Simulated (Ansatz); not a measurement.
C$_{2}$H$_{10}$AlBSi (`B[C](C)([AlH2])[SiH3]`) at its PBE0-D4/def2-TZVP geometry, where that method's forces vanish. The species carries charge 0 and has multiplicity 1.

```xyz
15

B     0.8639    0.6038   -1.3472
C    -0.0776    0.3948   -0.1971
C    -0.6080    1.5509    0.6452
Al    1.1854   -0.8771    0.8091
Si   -1.1112   -1.1350   -0.3749
H     1.3924    1.6660   -1.5367
H     1.1516   -0.3153   -2.0703
H     0.1156    2.3694    0.6646
H    -1.5342    1.9529    0.2240
H    -0.8216    1.2685    1.6799
H     2.4582   -1.5560    0.1668
H     0.8689   -0.8662    2.3609
H    -1.4141   -1.6290   -1.7363
H    -0.1680   -2.2326    0.2040
H    -2.3011   -1.1950    0.5080
```

What forces (eV/Å) does B3LYP-D4/def2-TZVPP give on these atoms in Ansatz? (An estimate is asked.)

The calculation gave: 
```
B1   0.051  0.090 -0.144
C2   0.143 -0.201 -0.143
C3  -0.071  0.178  0.103
Al4  0.192 -0.093  0.198
Si5 -0.204 -0.175 -0.032
H6  -0.050 -0.122  0.015
H7  -0.027  0.139  0.074
H8  -0.049 -0.034  0.013
H9   0.042 -0.007  0.032
H10  0.004  0.031 -0.058
H11 -0.090  0.055  0.062
H12  0.040 -0.003 -0.107
H13  0.013  0.036  0.097
H14 -0.071  0.097 -0.042
H15  0.077  0.009 -0.068
```

B3LYP here is the variant with VWN-RPA as its local correlation; programs differ in this.
